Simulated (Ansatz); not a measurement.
A structure relaxed at PBE0-D4/def2-TZVP, charge 0, multiplicity 2:

Cartesian coordinates in Å:
```
Ge -0.332 1.803 -0.178
O 0.519 0.397 0.492
Ge 0.473 -1.285 -0.086
H -1.808 1.393 -0.461
H -0.243 2.889 0.923
H 0.707 -2.159 1.152
H 1.590 -1.478 -1.124
H -0.905 -1.560 -0.718
```

(1) Give its formula and SMILES.

(2) Summarise the bond lengths by kind.

Answers

(1) Ge2H5O, `[GeH2][O][GeH3]`.

(2) 2 × Ge–O 1.775 to 1.779 Å; 5 × Ge–H 1.534 to 1.557 Å.

All numbers were calculated with Ansatz.
